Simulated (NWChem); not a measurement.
C2HF2, doublet; SMILES [CH]=C(F)F

Results from NWChem. Pople sets run with spherical d functions. Spin-unrestricted. In the optimisation the excess spin sits in a' (Cs, its own frame). Geometry: optimised at PBE0/def2-SVP, spin-unrestricted. No stability test was run on the SCF state. Level r2SCAN/6-31G*: energy and gradient on several grids; changes count from the extra-fine grid, which is no exact limit either.

### Question
Which is the coarsest grid (fine; coarse; xfine; medium; xcoarse) from which on the energy stays within 50 μHa and each gradient component within 100 μHa/bohr of xfine?

### Answer
fine.
| grid | size of the energy change (μHa) | largest change of a gradient component (μHa/bohr) | time, medium = 1 (rough) |
|---|---|---|---|
| xcoarse | 4000 | 3000 | about 1 |
| coarse | 300 | 300 | about 1 |
| medium | 300 | 100 | about 1 |
| fine | 20 | 40 | about 1 |
| xfine | < 10 | < 30 | 3 |
